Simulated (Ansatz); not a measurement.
```yaml
crystal:
  periodic: [false, false, false]
  atoms:
    - {symbol: B, position_ang: [-0.239153, 1.927830, 0.039369]}
    - {symbol: O, position_ang: [-0.056447, 0.616609, -0.135170]}
    - {symbol: Al, position_ang: [0.146774, -1.023319, -0.333481]}
    - {symbol: O, position_ang: [0.269388, -2.005761, 1.020448]}
    - {symbol: F, position_ang: [0.223503, -1.635891, -1.853125]}
    - {symbol: H, position_ang: [-1.358132, 2.363445, 0.117182]}
    - {symbol: H, position_ang: [0.718242, 2.652692, 0.114435]}
    - {symbol: H, position_ang: [0.388025, -2.952705, 0.974542]}
basis:
  gaussian: {orbitals: "6-31G*"}
magnetization: {spin_polarized: true, initial_magnetization: 0}
hamiltonian: {xc: {name: HF}}
correlation: {method: mp2, frozen_orbitals: {B: 0}}
output: {forces: true}
```

```sh
$ ansatz run in.yaml --threads 2 --pin off --events-out ev --progress --plain --max-ram 4352MiB
```

It prints (some lines left out):

```
Functional definition: HF
Error: "frozen_orbitals" has no count for O
```

Something in this input is off. What?

Frozen orbitals are typed for one element alone, and the program wants a count for each. The input was rejected before any iteration.
